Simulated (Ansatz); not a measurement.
One elementary step

Start structure (BSiH$_{6}$BrO, closed shell), relaxed at PBE0-D4/def2-TZVP:

| atom | x (Å) | y (Å) | z (Å) |
| --- | --- | --- | --- |
| B1 | 0.0081 | -1.3656 | 0.2876 |
| Br2 | 1.9870 | -1.6228 | 0.5535 |
| H3 | -0.5006 | -2.3229 | -0.2134 |
| H4 | -0.5160 | -0.9026 | 1.2701 |
| H5 | 0.6169 | -0.2429 | -1.4307 |
| O6 | -0.0901 | -0.1614 | -0.7770 |
| Si7 | -0.3261 | 1.3678 | -0.0346 |
| H8 | 0.6275 | 1.5343 | 1.0771 |
| H9 | -0.0711 | 2.3373 | -1.1257 |
| H10 | -1.7357 | 1.3787 | 0.3932 |

The step: SiH₄O ([OH][SiH3]) + BH₂Br ([BH2][Br]) → BSiH₅O ([BH2][O][SiH3]) + HBr; bonds formed: Br2–H5; dative contacts that become bonds: B1–O6; bonds broken: B1–Br2, H5–O6. Computed with Ansatz 0.2.0 (basis: def2-TZVPP and def2-QZVPP); correlated methods freeze the cores. Filled d shells of the heavier atoms are correlated. The def2 sets are not built for correlating such inner shells, so the correlated values are less sure here. Extrapolation: Hartree–Fock as exp(−7.88 √X), correlation as X^−2.97. Energies below are by CCSD(T) at an estimated basis limit (MP2 extrapolated from triple and quadruple zeta, plus CCSD(T) − MP2 in triple zeta).

**Question.** What are the electronic barrier and the energy of the step, from the start structure to the end structure? (An estimate is asked for; the value comes from the calculation.)

**Answer.** Computed: Barrier 78.9 kJ/mol; step energy -5.9 kJ/mol (downhill); reverse barrier, their difference, 84.8 kJ/mol. Barrier and step energy count from the start structure, the reverse barrier from the end structure.

The saddle point: One imaginary mode of 995i cm⁻¹.
```
  pair  start (Å)  saddle (Å)  end (Å)
 B1–O6       1.61        1.47     1.35
Br2–H5       2.78        1.62     1.43
B1–Br2       2.01        2.41     4.16
 H5–O6       0.97        1.31     1.96
```

Zero-point energy (harmonic, PBE0-D4): ZPE is 169.1 kJ/mol at the start and 150.6 kJ/mol at the saddle, so the barrier goes from 78.9 to 60.4 kJ/mol.

T1 diagnostic: at most 0.011.

The step is the kind of ligand exchange by which a precursor binds to a hydroxyl group, or is hydrolysed, in atomic layer deposition of oxides.

Labels in which every atom is bracketed show which atoms are joined, not bond orders.

For scale, one of the runs: CCSD(T)/def2-TZVPP, 236 basis functions, launched by `ansatz run in.yaml --threads 8 --pin off --events-out ev --progress --plain --max-ram 19148MiB`. Hardware: 8 CPU threads of an Arm Neoverse V2, shared host. Wall time 73 s; peak host memory 4.4 GiB.
